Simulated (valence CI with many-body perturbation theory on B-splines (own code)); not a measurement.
The numbers below are computed, except where a source is named.
# Te39+: magnetic and hyperfine properties of the levels

Method: relativistic CI+MBPT: three valence electrons over a frozen Dirac-Fock core [Ne], radial functions for each j: 11 s, 11 p, 9 d, 7 f, 5 g, 2 h, 1 i, with the one-electron correlation potential Σ1 (screened to all orders), the two-electron term Σ2, the three-electron term Σ3, Breit, model QED; selected single and double excitations, second order for the rest (own B-spline code, finite nucleus).

The last digits are not significant, and no measured levels were compared; by estimate large intervals hold to a few tenths of a per cent, small ones and those within an open d or f shell to about a per cent.

A/g_I is the dipole constant over the nuclear g factor μ/I (μ in nuclear magnetons, uniformly magnetised nucleus), B/Q the quadrupole constant per barn. Both hold the static response of the core; the bare values leave it out. Large factors of s and p1/2 electrons are usually good to 5 to 10 %; those of open d and f shells near neutrality can be off by tens of per cent, and small factors of p3/2, d and f electrons come from cancelling terms and can be off by a factor of two or in sign, in half-filled shells by more. B is blank for J = 1/2, where it vanishes, and for nearly pure S terms. Energies count from the lowest level.

Levels are named by their leading jj configuration (3d3/2^4 stands for four electrons in 3d with j = 3/2), which in mixed levels can hold well under half, so a name can repeat and another be missing. Letters in brackets count levels of one name in rising energy.

```
                     Level  E (× 10³ cm⁻¹)      g  A/g_I (MHz)  A/g_I bare  B/Q (MHz/b)  B/Q bare
        (3s^2 3p1/2) J=1/2            0.00  0.658       402000      392000                       
        (3s^2 3p3/2) J=3/2          558.12  1.328        64700       64500       120000    118000
        (3s 3p1/2^2) J=1/2          769.73  2.334      1170000     1140000                       
(3s 3p1/2 3p3/2) J=3/2 [a]          1198.0  1.675       315000      309000        97500     95700
    (3s 3p1/2 3p3/2) J=5/2          1282.5  1.386       360000      352000        56200     55300
(3s 3p1/2 3p3/2) J=3/2 [b]          1401.5  0.921        10600       11700        94100     92400
    (3s 3p1/2 3p3/2) J=1/2          1468.1  1.171      -300000     -290000                       
        (3s 3p3/2^2) J=5/2          1745.1  1.343       181000      178000        15200     15600
        (3s^2 3d3/2) J=3/2          1748.5  0.855        17100       18500        12100     12900
        (3s^2 3d5/2) J=5/2          1935.8  1.254       155000      152000        76200     75600
        (3s 3p3/2^2) J=1/2          2030.0  1.814      1250000     1220000                       
        (3s 3p3/2^2) J=3/2          2069.3  1.193      -161000     -154000       -38200    -37500
     (3p1/2^2 3p3/2) J=3/2          2192.1  1.243        43500       44900        99700     98000
(3s 3p1/2 3d3/2) J=3/2 [a]          2303.4  0.526      -102000      -97700        33000     33200
    (3s 3p1/2 3d3/2) J=5/2          2358.2  1.057       308000      301000        -6240     -5070
    (3s 3p1/2 3d3/2) J=1/2          2492.7  0.336      -475000     -460000                       
(3s 3p1/2 3d5/2) J=5/2 [a]          2496.6  1.314       101000      100000         8630      9830
(3s 3p1/2 3d3/2) J=3/2 [b]          2498.9  1.332       229000      225000        19300     19100
    (3s 3p1/2 3d5/2) J=7/2          2541.1  1.257       234000      229000        -5100     -3480
    (3s 3p1/2 3d5/2) J=3/2          2585.3  1.307      -121000     -114000       -21900    -20900
(3s 3p1/2 3d5/2) J=5/2 [b]          2591.5  1.177        85300       84800        16300     16900
     (3p1/2 3p3/2^2) J=5/2          2765.3  1.052       114000      112000        64700     64000
     (3p1/2 3p3/2^2) J=3/2          2820.2  1.166       -39900      -36700        43200     42800
     (3p1/2 3p3/2^2) J=1/2          2824.2  0.663       382000      370000                       
(3s 3p3/2 3d3/2) J=3/2 [a]          2943.9  1.378       228000      224000       -12500    -13000
(3s 3p3/2 3d3/2) J=5/2 [a]          2945.2  1.291       177000      175000        19500     18800
(3s 3p3/2 3d3/2) J=1/2 [a]          2949.5  2.350       629000      615000                       
    (3s 3p3/2 3d3/2) J=7/2          2959.3  1.325       204000      200000        64200     63500
    (3s 3p3/2 3d5/2) J=9/2          2959.8  1.328       171000      168000       148000    147000
(3s 3p3/2 3d5/2) J=3/2 [a]          3062.6  1.131       -72100      -67900       -58500    -57300
(3s 3p3/2 3d5/2) J=5/2 [a]          3086.8  1.328       253000      248000       -59200    -57700
(3s 3p3/2 3d3/2) J=3/2 [b]          3142.3  1.114         5030        7260       -68300    -67000
(3s 3p3/2 3d5/2) J=7/2 [a]          3163.4  1.162        64500       64400       133000    132000
(3s 3p3/2 3d3/2) J=5/2 [b]          3205.6  0.927       -54000      -50600        93800     93300
(3s 3p3/2 3d3/2) J=1/2 [b]          3218.6  0.616       -16100      -14300                       
(3s 3p3/2 3d5/2) J=7/2 [b]          3249.7  1.187        69200       69000        95200     94900
     (3p1/2^2 3d3/2) J=3/2          3275.2  0.746        37300       37000        17000     17800
    (3s 3p3/2 3d5/2) J=1/2          3308.7  0.672      -159000     -154000                       
(3s 3p3/2 3d5/2) J=3/2 [b]          3351.7  1.301       288000      282000        36900     37000
(3s 3p3/2 3d5/2) J=5/2 [b]          3365.2  1.124       -95900      -91000       -43600    -41900
```

**Question.** Take the isotope of mass number 125, with I = 1/2, μ = -0.887 μN. What is the hyperfine structure of (3s 3p1/2 3p3/2) J=1/2?

**Answer.** From the table A = 533000 MHz. Shifts from the centre of gravity in MHz: F = 0: -400000, F = 1: 133000.
